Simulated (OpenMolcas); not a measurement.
**Au3+: CASPT2 settings compared**

```yaml
Program: OpenMolcas 26.06
Basis: ANO-RCC-VDZP [7s6p4d2f]
Scalar_Hamiltonian: DKH3, point nucleus
Active_space: 8 electrons in 5 orbitals (5d)
State_averaging: 2S+1 = 3 even, 10 roots; 2S+1 = 1 even, 15 roots kept (CI in the orbitals of an earlier block)
Spin-orbit_coupling: RASSI with atomic mean-field integrals over the reference wave functions, term energies averaged over their components
```

Methods on the same reference wave functions:
A. CASSCF
B. SS-CASPT2, IPEA 0.5 Eh, no level shift (closed shells correlated: 5s 5p)
C. SS-CASPT2, IPEA 0.75 Eh, imaginary shift 0.3 Eh (closed shells correlated: none)
D. SS-CASPT2, IPEA 0.75 Eh, sigma2 regulariser 0.15 Eh (closed shells correlated: 5s 5p)

Energies in cm-1 above 5d8 3F4, the measured ground level; measured values from Zainab et al., Astrophys. J. Suppl. Ser. 267, 12 (2023).

| Level | A | B | C | D | Measured |
| --- | --- | --- | --- | --- | --- |
| 5d8 3F4 | 0.0 | 0.0 | 0.0 | 0.0 | 0.0 |
| 5d8 3F3 | 13092 | 13150 | 13120 | 13160 | 12294 |
| 5d8 3P2 [52 %] | 21499 | 20850 | 20810 | 20930 |  |
| 5d8 3P0 | 23640 | 21670 | 21810 | 21790 | 18185 |
| 5d8 3P1 | 26998 | 25740 | 25680 | 25870 | 21490 |
| 5d8 1G4 | 30052 | 28780 | 29540 | 28690 | 25702 |
| 5d8 1S0 | 63379 | 58740 | 59550 | 58820 | 55278 |

Deviations, from unrounded energies. A percentage is the sum of absolute deviations over the sum of measured energies, with the sign that they share, or ± where signs differ.

```csv
Against measurement,Levels,A,B,C,D
mean absolute deviation (cm-1),5,4800,3000,3400,3100
fine structure of the ground term (%),1,+6.5,+7.0,+6.7,+7.0
other terms of the ground configuration (%),4,+19.4,+11.8,+13.2,+12.0
```

B, D lie about equally close to measurement and A furthest from it. The largest miss of B in the table is 5d8 3P1, by +4200 cm-1. The ranking rests on the paired levels alone, and a cruder setting can come out closer through cancelling errors.

Among B to D the level of the table that moves most is 5d8 1G4, by 850 cm-1 (lowest in D, highest in C). Moves below CASPT2's spread within the term are not significant.

The mean deviations of B to D differ by less than CASPT2's widest spread within a term (400 cm-1), so their order carries little weight.

From A to B the spin-free energies of the other terms of 5d8 shown, above 3F, scale by factors of 0.88 to 0.93, as is usual when dynamic correlation screens the repulsion within a d or f shell.

The lowest spin-free term lies below A's lowest term by 0.243 hartree in B, 0.129 hartree in C, 0.238 hartree in D.

CASPT2 does not keep the components of a term degenerate, so their means are used; among the terms shown or strongly mixed into the levels shown the widest spread is 400 cm-1 (5d8 1G, C). Terms from blocks run as CI alone lack orbitals of their own. The basis is small and was not contracted for so high a charge. Without dynamic correlation excited terms often stand tens of per cent too high (terms of higher spin than the ground term too low), and those without a measured partner can miss by more than the paired ones (holds for A). Some terms miss by over 15 % even with CASPT2, which points to a basis or an active space too small for the shells correlated (holds for B; C; D). Measured partners are found by configuration, term and J. A level has none where our copy of the source lacks it or the pairing is in doubt (some pairs that miss far off the trend of their configuration count as doubtful), and it then counts in no deviation. Only configurations of the active space appear. Levels that lie high or do not pair safely by name in every column are left out.

A share in square brackets marks a mixed level and gives the weight of the term that names it, the lowest over the columns.
